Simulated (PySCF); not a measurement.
Si(H)(Br)(Me)(OH) (CH₅BrOSi), SMILES C[SiH](O)Br.

Geometry optimised at PBE0-D3(BJ)/def2-SVP. The structure was generated by enumeration, and PubChem lists no compound with its InChIKey, so it may never have been made. One conformer was computed; it need not be the lowest.

The numbers are results of PySCF 2.14.0 with PBE0-D3(BJ)/def2-SVP, not measurements.

Frequencies are harmonic and unscaled.

```csv
mode,ν (cm⁻¹),IR (km/mol),moving atoms (share of kinetic energy)
1,160,23.1,"H 73 %, O 12 %"
2,167,7.7,"H 74 %, O 9 %, C 9 %"
3,181,10.5,"H 42 %, C 33 %, Br 13 %"
4,263,26.7,"H 32 %, O 28 %, Si 25 %, Br 10 %"
5,276,75.5,"O 41 %, H 35 %, Si 13 %"
6,415,73.3,"Si 60 %, Br 22 %, H 10 %"
7,662,4.2,"H 74 %, C 22 %"
8,721,75.5,"H 42 %, C 28 %, Si 21 %, O 9 %"
9,736,36.8,"H 86 %, C 9 %"
10,806,113.1,"H 60 %, O 17 %, C 12 %, Si 12 %"
11,869,286.0,"H 73 %, Si 12 %, C 10 %"
12,892,57.9,"H 83 %, O 11 %"
13,939,128.9,"Si 40 %, O 31 %, H 25 %"
14,1267,35.8,"H 77 %, C 23 %"
15,1421,6.7,H 96 %
16,1424,3.2,H 96 %
17,2294,105.0,H 97 %
18,3058,0.3,H 97 %
19,3167,1.0,"H 91 %, C 9 %"
20,3171,0.6,"H 91 %, C 9 %"
21,3930,110.7,H 94 %
```
